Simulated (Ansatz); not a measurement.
Be6S5, relaxed as a singlet with RKS r2SCAN-D4/def2-SVP in Ansatz, starting from the GFN1-xTB geometry. Force threshold 0.02 eV/Å.

The structure comes from a short search, and lower isomers may exist.

Start:

Cartesian coordinates in Å:
```
Be -1.129 -0.028 -1.457
Be -1.709 1.000 1.363
Be 1.110 1.457 0.255
Be -0.671 -1.677 0.416
Be 0.768 -0.718 1.521
Be 1.331 -0.415 -1.376
S -0.144 -1.810 -1.575
S 0.345 1.393 -1.654
S -2.358 -0.342 0.141
S 0.084 1.283 2.009
S 2.373 -0.142 0.357
```

```json
{"step": "1", "energy (eV)": "-56572.9101", "largest force component (eV/Å)": "1.314", "SCF passes": "19"}
{"step": "2", "energy (eV)": "-56573.6466", "largest force component (eV/Å)": "1.032", "SCF passes": "22"}
{"step": "3", "energy (eV)": "-56573.9492", "largest force component (eV/Å)": "0.969", "SCF passes": "21"}
{"step": "4", "energy (eV)": "-56574.1942", "largest force component (eV/Å)": "0.744", "SCF passes": "19"}
{"step": "5", "energy (eV)": "-56574.3620", "largest force component (eV/Å)": "0.308", "SCF passes": "20"}
{"step": "6 (rejected)", "energy (eV)": "-56574.2608", "largest force component (eV/Å)": "0.832", "SCF passes": "24"}
{"step": "7", "energy (eV)": "-56574.4014", "largest force component (eV/Å)": "0.085", "SCF passes": "18"}
{"step": "8", "energy (eV)": "-56574.4049", "largest force component (eV/Å)": "0.037", "SCF passes": "19"}
{"step": "9", "energy (eV)": "-56574.4053", "largest force component (eV/Å)": "0.024", "SCF passes": "20"}
{"step": "10", "energy (eV)": "-56574.4056", "largest force component (eV/Å)": "0.017", "SCF passes": "21"}
```

Force components are those of the run's own axes.

End:

```csv
atom,x (Å),y (Å),z (Å)
Be1,-1.1085,-0.0221,-1.4371
Be2,-1.2452,0.2986,1.3658
Be3,1.0860,1.4335,0.2454
Be4,-0.8550,-1.5037,0.3140
Be5,0.7345,-0.4494,1.5329
Be6,1.2146,-0.4337,-1.2089
S7,-0.1723,-1.8729,-1.6038
S8,0.3509,1.4171,-1.6838
S9,-2.5742,-0.2602,0.0018
S10,0.1336,1.5359,2.0778
S11,2.4356,-0.1431,0.3960
```

By distances, no bond broke or formed, bridged metal pairs apart. The bond that changes most is Be4–Be5, from 2.05 to 2.26 Å (atoms count from 1). A close non-bonded pair moves further: Be2–Be4, from 3.02 to 2.12 Å. Metal–metal contacts that move far: Be2–Be4 3.02 to 2.12 Å, Be2–Be5 3.02 to 2.12 Å.

No frequencies were taken in this run, so the end may be a saddle point.

Hardware: 4 threads of Arm Neoverse V1 on a shared host. Wall time 43 s.
